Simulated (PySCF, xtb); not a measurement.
GaHBr₂, SMILES [Br][GaH][Br].

GFN2-xTB run with xtb 6.7.1 at its own geometry gives an orbital gap of 4.42 eV and a dipole moment of 3.98 D.

Coordinates come from a PBE0-D3(BJ)/def2-SVP optimisation.

Problem. What does M06-2X/def2-TZVPD run with PySCF give? (Estimate from the structure and the level; the computed values follow.)

Solution. gap 8.38 eV (levels -9.73 and -1.35 eV), dipole 1.50 D.
